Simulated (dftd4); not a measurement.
F₃In, triplet, geometry from GFN2-xTB (such geometries of metal compounds can be far from the true shape) (a higher spin typed on purpose: for a closed-shell molecule this is an excited state); D4 for tpss (dftd4).

Input for dftd4:
```
$ dftd4 mol.xyz --func tpss --charge 0 --json dftd4.json --noedisp

# file mol.xyz
4

In    -0.00000000    -0.00000000    -0.00000000
F     -1.99079778    -1.21099599     0.03539377
F      0.01794243     2.18957193    -0.79780488
F      1.97285535    -0.97857595     0.76241111
```

Q: Predict the main parts of the log of this dftd4 run.

A: 
```
                    ____  _____ _____     ____  _  _
      -------------|  _ \|  ___|_   _|---|  _ \| || |------------
     |             | | | | |_    | | ___ | | | | || |_           |
     |             | |_| |  _|   | ||___|| |_| |__   _|          |
     |             |____/|_|     |_|     |____/   |_|            |
     |             ===================================           |
     |            E. Caldeweyher, S. Ehlert & S. Grimme          |
     |          Mulliken Center for Theoretical Chemistry        |
     |                    University of Bonn                     |
      -----------------------------------------------------------

Rational (Becke-Johnson) damping: tpss-D4-ATM
---------------------
  s6         1.0000
  s8         1.7660
  s9         1.0000
  a1         0.4282
  a2         4.5426
 alp        16.0000
--------------------

Dispersion energy:      -2.5067494722577E-03 Eh

[Info] JSON dump of results written to 'dftd4.json'
```
